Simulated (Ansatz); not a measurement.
C$_{3}$H$_{9}$ClSi, singlet, at a GFN2-xTB geometry. Base run: Ansatz (a first-principles code) with PBE0/STO-3G.

Ansatz was given this input:
Ansatz 0.2 input:
```yaml
crystal:
  periodic: [false, false, false]
  atoms:
    - {symbol: C, position_ang: [-0.74978598, 1.59672421, -0.36729719]}
    - {symbol: Si, position_ang: [0.16935212, 0.11507053, 0.39960080]}
    - {symbol: C, position_ang: [1.63470173, -0.41130752, -0.69768298]}
    - {symbol: C, position_ang: [-1.02145525, -1.34456870, 0.68211767]}
    - {symbol: Cl, position_ang: [0.90913523, 0.69442496, 2.21566147]}
    - {symbol: H, position_ang: [-1.16721741, 1.34294873, -1.33670467]}
    - {symbol: H, position_ang: [-1.56785901, 1.92573043, 0.26713269]}
    - {symbol: H, position_ang: [-0.08529637, 2.44461056, -0.50725592]}
    - {symbol: H, position_ang: [2.17557152, -1.24608658, -0.26096019]}
    - {symbol: H, position_ang: [1.29949050, -0.71684066, -1.68389433]}
    - {symbol: H, position_ang: [2.34259872, 0.40224793, -0.82832830]}
    - {symbol: H, position_ang: [-1.44967120, -1.69118153, -0.25323206]}
    - {symbol: H, position_ang: [-1.84256222, -1.06385757, 1.33557630]}
    - {symbol: H, position_ang: [-0.51238124, -2.18640934, 1.14272773]}
basis:
  gaussian:
    orbitals: STO-3G
hamiltonian:
  xc: pbe0
```

The bond that is stretched is that between atoms 8 and 1. A test that says stable can miss a lower solution.

The base run was repeated with changes; each row names its change, and settings that it needs were set with it.

```
change                                                           ΔE vs base (eV)  <S^2>            stability test says
---------------------------------------------------------------  ---------------  -----  -----------------------------
base                                                                        0.00  0.000  minimum (restricted orbitals)
spin_polarized = on; lower_state_search = off                               0.00  0.000       undecided (no full test)
spin_polarized = on; lower_state_search = standard                          0.00  0.000                        minimum
bond × 1.25                                                                 0.96  0.000  minimum (restricted orbitals)
spin_polarized = on; lower_state_search = off; bond × 1.25                  0.96  0.000       undecided (no full test)
spin_polarized = on; lower_state_search = standard; bond × 1.25             0.96  0.000                        minimum
bond × 1.5                                                                  2.75  0.000  minimum (restricted orbitals)
spin_polarized = on; lower_state_search = off; bond × 1.5                   2.75  0.000       undecided (no full test)
spin_polarized = on; lower_state_search = standard; bond × 1.5              2.75  0.000                        minimum
bond × 1.8                                                                  4.87  0.000  minimum (restricted orbitals)
spin_polarized = on; lower_state_search = off; bond × 1.8                   4.87  0.000       undecided (no full test)
spin_polarized = on; lower_state_search = standard; bond × 1.8              4.83  0.237                        minimum
bond × 2.2                                                                  7.03  0.000  minimum (restricted orbitals)
spin_polarized = on; lower_state_search = off; bond × 2.2                   7.03  0.000       undecided (no full test)
spin_polarized = on; lower_state_search = standard; bond × 2.2              5.91  0.853                        minimum
bond × 3.0                                                                  9.13  0.000  minimum (restricted orbitals)
spin_polarized = on; lower_state_search = off; bond × 3.0                   9.13  0.000       undecided (no full test)
spin_polarized = on; lower_state_search = standard; bond × 3.0              6.20  0.999                        minimum
```

Where a bond breaks into two radicals, a solution with restricted orbitals usually stops being the lowest and lies too high; an unrestricted one lies lower at the price of spin contamination, which <S^2> shows.
